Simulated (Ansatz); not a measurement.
Cartesian coordinates in Å:
```
Cl 0.347 -1.500 -2.148
Si 0.444 0.521 -1.746
N 0.193 0.754 -0.064
Ge -0.793 -0.251 1.103
Cl 0.473 -1.733 2.025
H 1.808 1.025 -2.095
H 0.698 1.521 0.358
H -1.288 0.655 2.234
H -1.883 -0.992 0.333
```

The species carries charge 0 and has multiplicity 2.

Question: List the PBE0/def2-TZVPP orbital energies in eV (Ansatz). (Estimate.)

Answer: The calculation gave: α occupied: -10861.20, -2767.44, -2767.12, -1803.99, -1359.39, -1209.23, -1209.20, -1209.19, -391.78, -259.29, -258.96, -197.57, -197.44, -197.43, -197.25, -197.10, -197.10, -172.17, -146.16, -122.01, -121.95, -121.91, -100.88, -100.83, -100.77, -34.88, -34.84, -34.77, -34.72, -34.71, -24.36, -23.11, -22.64, -16.11, -15.18, -13.03, -11.66, -11.05, -10.84, -10.60, -9.99, -9.47, -8.99, -8.85, -8.71, -5.98. α empty: -0.25, -0.03, 0.57, 0.91, 1.45, 1.59, 2.13, 2.40. β occupied: -10861.20, -2767.42, -2767.12, -1803.90, -1359.39, -1209.23, -1209.20, -1209.19, -391.70, -259.27, -258.96, -197.53, -197.42, -197.40, -197.25, -197.10, -197.10, -172.17, -146.04, -122.01, -121.95, -121.91, -100.77, -100.70, -100.61, -34.88, -34.83, -34.77, -34.72, -34.71, -24.21, -22.98, -22.62, -16.05, -14.89, -12.82, -11.53, -10.94, -10.73, -10.44, -9.72, -9.36, -8.95, -8.81, -8.41. β empty: -2.34, -0.09, 0.14, 0.76, 1.09, 1.67, 1.74, 2.42. ⟨S²⟩ = 0.753.
